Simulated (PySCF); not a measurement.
**Computed properties of C2H5O2, SMILES COC=[OH+], charge +1**

C₂H₅O₂, SMILES COC=[OH+], charge +1. Geometry: B3LYP-D3(BJ)/def2-SVP. The isomer is the one that the SMILES or the coordinates give; other isomers of the formula were not compared. Other conformers were not sampled. All values are computed for the isolated molecule unless a solvent is named; none is compared with measurement here.

**Structure.** The optimised structure has Cs symmetry. All 21 harmonic modes at B3LYP-D3(BJ)/def2-SVP (PySCF) are real, so it is a minimum. With heavy atoms numbered as in [CH3:1][O:2][CH:3]=[OH+:4], the shortest bond between them is O2–C3 at 1.259 Å and the longest C1–O2 at 1.470 Å.

**Vibrations.** The strongest infrared lines (harmonic, unscaled, degenerate partners summed) lie at 1709 cm⁻¹ (468 km/mol, C 65 %, O 28 %), 3676 cm⁻¹ (184 km/mol, H 94 %), 690 cm⁻¹ (170 km/mol, H 66 %, O 19 %, C 15 %). The softest mode is at 103 cm⁻¹ and the zero-point energy is 46.7 kcal/mol.

**Electronic structure.** B3LYP/def2-TZVPD (PySCF) places the frontier levels at -16.19 and -7.83 eV, a gap of 8.36 eV and a mean polarisability of 30.6 bohr³.

**Excitations.** TDA-B3LYP/def2-SVPD (PySCF) has S1 at 7.06 eV (176 nm, f = 0.000, dark); the most intense of the 10 singlets computed lies at 8.07 eV (f = 0.17). T1 (TDA) is at 5.96 eV, 1.10 eV under S1. No vertical singlet excitation falls in the visible range (under 3.1 eV).

**NMR.** GIAO shifts at B3LYP/pcSseg-1 (PySCF) (non-relativistic, atoms alike by connectivity averaged): ¹³C from 67.0 to 185.2 ppm against TMS; ¹H from 5.3 to 9.4 ppm against TMS.
